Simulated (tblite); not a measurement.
Problem. What does the GFN2-xTB structure of `ClC(Cl)([SiH](OC)OC)Cl` look like in three dimensions?

Solution. 
```xyz
16
C3H7Cl3O2Si angstrom
C      2.4383   -0.2831    0.0909
O      1.0565   -0.5188    0.2022
Si    -0.2314    0.1652   -0.4751
O     -1.5434   -0.4710    0.1817
C     -1.9779   -1.8049    0.2205
C     -0.3939    2.0167    0.0733
Cl     0.9760    2.9329   -0.5970
Cl    -1.8846    2.7645   -0.5177
Cl    -0.3464    2.1704    1.8360
H      2.6562    0.7843    0.1132
H      2.9222   -0.7738    0.9353
H      2.8135   -0.7049   -0.8426
H     -0.1939    0.1719   -1.9331
H     -1.1604   -2.4705    0.4971
H     -2.7743   -1.8714    0.9608
H     -2.3640   -2.0985   -0.7570
```

Orientation and origin are arbitrary. Atoms count from 1 in this order. Si3 (oxygen-bound silicon) is distorted tetrahedral (angles from 101.2° to 115.7°). Of the pairs four or more bonds apart, Cl7···H10 is among the closest relative to their van der Waals radii: 2.82 Å, 96 % of the sum of Bondi's values.

Bonds between heavy atoms (Å): C1–O2 1.406, O2–Si3 1.608, Si3–O4 1.599, O4–C5 1.403, Si3–C6 1.938, C6–Cl7 1.779, C6–Cl8 1.769, C6–Cl9 1.770.

Computed geometry: GFN2-xTB, gas phase.

Point group: C1 (no symmetry element, even within 0.4 Å). Its GFN2-xTB frequencies are all real (lowest 25 cm⁻¹). One conformer, not necessarily the lowest (C1–O2–Si3–O4 -174°, O2–Si3–O4–C5 -59°). 2 starts were optimised and ended at 0.00 and 2.08 kcal/mol (GFN2-xTB); the lowest of these is shown.

Hardware: one thread, Arm Neoverse V1 (aarch64), no GPU, shared host with 32 logical CPUs at a one-minute load of 18. Cost: 2.1 s. These figures are those of the optimisation.
